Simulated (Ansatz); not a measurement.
A set of 12 reactions (ligand exchange), with CCSD(T)/CBS values in kJ/mol:

```csv
reaction,ΔE
`N[SiH2][CH2][GaH2]` + `N[SiH](O)O` → `N[SiH2]O[SiH](N)O` + `[CH3][GaH2]`,-114.9
`[NH2][Nb]([OH])(=[S])[Cl]` + CH₃OH → `C[O][Nb]([NH2])(=[S])[Cl]` + H₂O,-20.2
`C[O][Al]([CH3])[Cl]` + HCl → `C[O][Al]([Cl])[Cl]` + CH₄,-153.7
`C/[C]([AlH2])=C\O` + H₂S → `[AlH2][SH]` + `C/C=C/O`,-97.5
`BN[CH2][GaH2]` + `[GeH3][TeH]` → `[GaH2][Te][GeH3]` + `BNC`,-154.3
`[NH2][Nb]([OH])(=[S])[Cl]` + HCl → `[NH2][Nb](=[S])([Cl])[Cl]` + H₂O,-33.5
`C[N](C)[Zn][OH]` + HCl → `C[N](C)[Zn][Cl]` + H₂O,-99.5
`BN[CH2][GaH2]` + `OB1CO1` → `BOB1CO1` + `N[CH2][GaH2]`,38.2
`C[SiH2][Zn][F]` + `CNC` → `C[N](C)[Zn][F]` + `C[SiH3]`,35.6
`C[O][Al]([NH2])[SH]` + H₂S → `C[O][Al]([SH])[SH]` + NH₃,-26.6
`C[SiH2][Zn][F]` + `N[SiH3]` → `C[SiH2]N[SiH3]` + `[F][ZnH]`,-32.7
`[NH2][Nb]([OH])(=[S])[Cl]` + NH₃ → `[NH2][Nb]([NH2])([OH])=[S]` + HCl,88.7
```

Isolated molecules relaxed with PBE0-D4/def2-TZVP in Ansatz; ΔE leaves out vibrations. CBS: MP2 limit from def2 TZ/QZ plus the TZ coupled-cluster correction, frozen cores. This one scheme is used for every species. Double bonds are as drawn, so ΔE can hold a change between cis and trans. Functionals use def2-TZVPP. B3LYP here is the variant with VWN-RPA as its local correlation; programs differ in this. def2 core potentials past Kr. For Ga, Ge, Nb, Te, Zn outer-core shells are correlated without core-valence functions, which leaves a few kJ/mol of doubt a bond. Scalar relativity is left out up to krypton. One conformer a species, not always the lowest.

Task: Give the mean, mean absolute and largest difference (level minus CCSD(T)/CBS, kJ/mol) for: PBE-D4, r2SCAN-D4, ωB97X-V, ωB97M-V, B2PLYP, PBE, r2SCAN, PBE0, B3LYP, CCSD/def2-TZVPP, HF/def2-QZVPP, SCS-MP2/def2-QZVPP, HF/CBS(def2), CCSD/CBS(def2). (Estimate.)

Result: The calculation gave: 
| level | mean | mean absolute | largest |
| --- | --- | --- | --- |
| PBE-D4 | 6.9 | 7.9 | 15.4 |
| r2SCAN-D4 | 2.4 | 3.7 | 6.9 |
| ωB97X-V | 2.2 | 3.8 | 13.8 |
| ωB97M-V | 2.6 | 4.1 | 10.1 |
| B2PLYP | 1.3 | 2.5 | 7.3 |
| PBE | 8.0 | 8.8 | 20.5 |
| r2SCAN | 2.7 | 3.9 | 7.2 |
| PBE0 | 4.4 | 5.7 | 15.0 |
| B3LYP | 3.9 | 5.0 | 10.3 |
| CCSD/def2-TZVPP | 0.1 | 3.9 | 7.8 |
| HF/def2-QZVPP | -6.6 | 11.3 | -22.0 |
| SCS-MP2/def2-QZVPP | -1.9 | 4.2 | -10.2 |
| HF/CBS(def2) | -6.6 | 11.3 | -22.2 |
| CCSD/CBS(def2) | -0.5 | 2.1 | 3.5 |

The largest T1 diagnostic in the set is 0.023, for `[NH2][Nb]([NH2])([OH])=[S]` (customary mark 0.02).

CCSD(T)/CBS is a level of theory with its own doubt, and the functionals carry their triple-zeta basis error, so these figures describe this set and don't rank the functionals.
